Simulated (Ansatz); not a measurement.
**Molecular dynamics of CH₁₀OSi₃**

Input file:

```yaml
crystal:
  periodic: [false, false, false]
  atoms:
    - { symbol: Si, position_ang: [-0.019174, -0.022914, -0.021288] }
    - { symbol: C, position_ang: [0.067505, -0.172901, 1.855319] }
    - { symbol: H, position_ang: [-0.928888, -0.242465, 2.303976] }
    - { symbol: H, position_ang: [0.622143, -1.069548, 2.149783] }
    - { symbol: H, position_ang: [0.571717, 0.689383, 2.302633] }
    - { symbol: Si, position_ang: [2.059788, 0.167614, -0.867085] }
    - { symbol: H, position_ang: [2.838361, -1.002499, -0.537074] }
    - { symbol: H, position_ang: [2.03537, 0.283206, -2.305402] }
    - { symbol: H, position_ang: [2.749124, 1.318956, -0.335514] }
    - { symbol: O, position_ang: [-0.823351, 1.446938, -0.442462] }
    - { symbol: H, position_ang: [-1.722392, 1.371786, 0.028037] }
    - { symbol: Si, position_ang: [-1.092786, -1.852935, -0.808413] }
    - { symbol: H, position_ang: [-2.443217, -1.933227, -0.30178] }
    - { symbol: H, position_ang: [-1.167601, -1.851421, -2.249784] }
    - { symbol: H, position_ang: [-0.406, -3.058873, -0.408847] }
basis:
  gaussian: { orbitals: STO-3G }
hamiltonian:
  xc: pbe0
  dispersion: d4
md:
  timestep: 0.5
  n_steps: 100
  ensemble: nve
  temperature: 500.0
  initial_velocities: maxwell_boltzmann
  seed: 950075
  masses: [{ species: H, mass: 3.016 }]
```

Command:

```bash
$ ansatz run input.yaml --threads 1 --pin off --max-ram 2048MiB --backend cpu --events-out ev --progress --plain --runs-dir out
```

It starts from a relaxed structure.

Output, in part (one step line in 4, the closing report, with atoms numbered from 0):

```
md step     0: t =     0.00 fs  T =   500.0 K  F+E_penalty+E_count = -26553.40454210 eV  E_kin = 0.840190 eV  conserved = -26552.56435211 eV  (21 SCF iters)
md step     4: t =     2.00 fs  T =   452.7 K  F+E_penalty+E_count = -26553.32462059 eV  E_kin = 0.760742 eV  conserved = -26552.56387905 eV  (20 SCF iters)
md step     8: t =     4.00 fs  T =   371.0 K  F+E_penalty+E_count = -26553.18673764 eV  E_kin = 0.623470 eV  conserved = -26552.56326777 eV  (20 SCF iters)
md step    12: t =     6.00 fs  T =   334.9 K  F+E_penalty+E_count = -26553.12620861 eV  E_kin = 0.562771 eV  conserved = -26552.56343774 eV  (19 SCF iters)
md step    16: t =     8.00 fs  T =   326.0 K  F+E_penalty+E_count = -26553.11162952 eV  E_kin = 0.547728 eV  conserved = -26552.56390118 eV  (19 SCF iters)
md step    20: t =    10.00 fs  T =   289.2 K  F+E_penalty+E_count = -26553.04967274 eV  E_kin = 0.485980 eV  conserved = -26552.56369321 eV  (22 SCF iters)
md step    24: t =    12.00 fs  T =   246.0 K  F+E_penalty+E_count = -26552.97674051 eV  E_kin = 0.413292 eV  conserved = -26552.56344850 eV  (19 SCF iters)
md step    28: t =    14.00 fs  T =   227.3 K  F+E_penalty+E_count = -26552.94541198 eV  E_kin = 0.381867 eV  conserved = -26552.56354449 eV  (20 SCF iters)
md step    32: t =    16.00 fs  T =   227.1 K  F+E_penalty+E_count = -26552.94510556 eV  E_kin = 0.381656 eV  conserved = -26552.56344963 eV  (20 SCF iters)
md step    36: t =    18.00 fs  T =   253.6 K  F+E_penalty+E_count = -26552.98967649 eV  E_kin = 0.426146 eV  conserved = -26552.56353090 eV  (20 SCF iters)
md step    40: t =    20.00 fs  T =   292.9 K  F+E_penalty+E_count = -26553.05609619 eV  E_kin = 0.492163 eV  conserved = -26552.56393274 eV  (26 SCF iters)
md step    44: t =    22.00 fs  T =   292.9 K  F+E_penalty+E_count = -26553.05622692 eV  E_kin = 0.492156 eV  conserved = -26552.56407118 eV  (26 SCF iters)
md step    48: t =    24.00 fs  T =   240.9 K  F+E_penalty+E_count = -26552.96826562 eV  E_kin = 0.404787 eV  conserved = -26552.56347844 eV  (26 SCF iters)
md step    52: t =    26.00 fs  T =   213.1 K  F+E_penalty+E_count = -26552.92124466 eV  E_kin = 0.358080 eV  conserved = -26552.56316426 eV  (19 SCF iters)
md step    56: t =    28.00 fs  T =   245.9 K  F+E_penalty+E_count = -26552.97708111 eV  E_kin = 0.413273 eV  conserved = -26552.56380851 eV  (19 SCF iters)
md step    60: t =    30.00 fs  T =   263.1 K  F+E_penalty+E_count = -26553.00611119 eV  E_kin = 0.442114 eV  conserved = -26552.56399723 eV  (19 SCF iters)
md step    64: t =    32.00 fs  T =   234.9 K  F+E_penalty+E_count = -26552.95836935 eV  E_kin = 0.394799 eV  conserved = -26552.56356997 eV  (19 SCF iters)
md step    68: t =    34.00 fs  T =   212.9 K  F+E_penalty+E_count = -26552.92104279 eV  E_kin = 0.357686 eV  conserved = -26552.56335698 eV  (19 SCF iters)
md step    72: t =    36.00 fs  T =   226.6 K  F+E_penalty+E_count = -26552.94431344 eV  E_kin = 0.380784 eV  conserved = -26552.56352970 eV  (19 SCF iters)
md step    76: t =    38.00 fs  T =   257.3 K  F+E_penalty+E_count = -26552.99589625 eV  E_kin = 0.432278 eV  conserved = -26552.56361807 eV  (20 SCF iters)
md step    80: t =    40.00 fs  T =   289.9 K  F+E_penalty+E_count = -26553.05091875 eV  E_kin = 0.487181 eV  conserved = -26552.56373755 eV  (20 SCF iters)
md step    84: t =    42.00 fs  T =   304.6 K  F+E_penalty+E_count = -26553.07586227 eV  E_kin = 0.511890 eV  conserved = -26552.56397246 eV  (20 SCF iters)
md step    88: t =    44.00 fs  T =   277.4 K  F+E_penalty+E_count = -26553.02970123 eV  E_kin = 0.466075 eV  conserved = -26552.56362652 eV  (20 SCF iters)
md step    92: t =    46.00 fs  T =   251.5 K  F+E_penalty+E_count = -26552.98585366 eV  E_kin = 0.422604 eV  conserved = -26552.56324953 eV  (20 SCF iters)
md step    96: t =    48.00 fs  T =   273.6 K  F+E_penalty+E_count = -26553.02333259 eV  E_kin = 0.459776 eV  conserved = -26552.56355659 eV  (19 SCF iters)
md step   100: t =    50.00 fs  T =   304.7 K  F+E_penalty+E_count = -26553.07605311 eV  E_kin = 0.511994 eV  conserved = -26552.56405929 eV  (22 SCF iters)
Total energy: -26553.07607425 eV, -975.8075474074 hartree
Atom 0 at    -0.039793    -0.149031     0.015368 Å, force     1.461703     2.628902    -0.907202 eV/Å
Atom 1 at     0.060178    -0.248040     1.876273 Å, force    -0.781687    -0.180288     0.460736 eV/Å
Atom 2 at    -0.870913    -0.661193     2.301918 Å, force     0.319967     0.189793    -0.055634 eV/Å
Atom 3 at     0.871131    -0.892197     2.205039 Å, force     0.264821    -0.212869     0.036311 eV/Å
Atom 4 at     0.220437     0.732892     2.327049 Å, force     0.032198     0.132642    -0.000783 eV/Å
Atom 5 at     2.042170     0.243771    -0.874592 Å, force    -0.268147    -0.671023     0.035433 eV/Å
Atom 6 at     3.108710    -0.432603    -0.169651 Å, force    -0.030432    -0.024814    -0.044113 eV/Å
Atom 7 at     2.130242    -0.146740    -2.275993 Å, force    -0.035063     0.083827     0.329077 eV/Å
Atom 8 at     2.314730     1.660994    -0.791725 Å, force    -0.055067    -0.062415    -0.007828 eV/Å
Atom 9 at    -0.543563     1.492571    -0.483020 Å, force    -0.874154    -1.542412     0.802707 eV/Å
Atom 10 at    -1.521115     1.518756    -0.159926 Å, force     0.271008     0.265728    -0.174559 eV/Å
Atom 11 at    -1.194369    -1.850571    -0.798913 Å, force    -0.074653    -0.755230    -0.299812 eV/Å
Atom 12 at    -2.537602    -1.999734    -0.282223 Å, force     0.092445     0.095524     0.017686 eV/Å
Atom 13 at    -1.262334    -1.704689    -2.229173 Å, force    -0.113823    -0.111877    -0.117375 eV/Å
Atom 14 at    -0.457676    -3.069803    -0.507485 Å, force    -0.209118     0.164511    -0.074644 eV/Å
Dipole moment:    -0.258687    -0.222544     0.174323 e Å
```

The run went to its last step. The conserved energy stayed within 0.082 meV per atom of its start (net change 0.02 meV per atom), so the integration is sound. A run of 0.05 ps of so small a system gives no equilibrium averages. Limits of this set-up: minimal basis.

The same pairs are bonded in the first frame and the last. Pairs count as bonded within 1.25 times the sum of covalent radii (0.12 Å more for H–H).

Last frame:

```xyz
15
Properties=species:S:1:pos:R:3
Si -0.040 -0.149 0.015
C 0.060 -0.248 1.876
H -0.871 -0.661 2.302
H 0.871 -0.892 2.205
H 0.220 0.733 2.327
Si 2.042 0.244 -0.875
H 3.109 -0.433 -0.170
H 2.130 -0.147 -2.276
H 2.315 1.661 -0.792
O -0.544 1.493 -0.483
H -1.521 1.519 -0.160
Si -1.194 -1.851 -0.799
H -2.538 -2.000 -0.282
H -1.262 -1.705 -2.229
H -0.458 -3.070 -0.507
```

Time of the run: 5.2 min on 1 thread of Arm Neoverse V2, on a shared host, peak memory 0.12 GiB.
